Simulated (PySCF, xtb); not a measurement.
methyl(prop-2-ynyl)silane (C4H8Si), SMILES C#CC[SiH2]C.

Coordinates come from a B3LYP-D3(BJ)/def2-SVP optimisation. Other conformers were not sampled.

Level of theory: C-PCM-PBE0/def2-SVP (PySCF 2.14.0).

The values are the electrostatic part of the solvation free energy, E(continuum) − E(gas) at the gas-phase geometry, in a cavity of scaled van der Waals radii (PySCF's table); cavitation and dispersion terms are not included. In vacuum the orbital gap is 8.52 eV. The dipole moment in vacuum is 1.43 D.

Question: Estimate the values in water (ε = 78.36), ethanol (ε = 24.85), ethylethanoate (ε = 5.99). (The exact figures need the calculation; the answer reports its results.)

Answer: 
| solvent | ε | ΔG(elec) (kcal/mol) | dipole (D) | gap (eV) |
|---|---|---|---|---|
| water | 78.36 | -3.8 | 2.03 | 8.63 |
| ethanol | 24.85 | -3.7 | 2.01 | 8.63 |
| ethylethanoate | 5.99 | -3.2 | 1.91 | 8.62 |

For comparison, GFN2-xTB/ALPB(water) (xtb, at the GFN2-xTB geometry, all terms of that model) gives -1.0 kcal/mol.
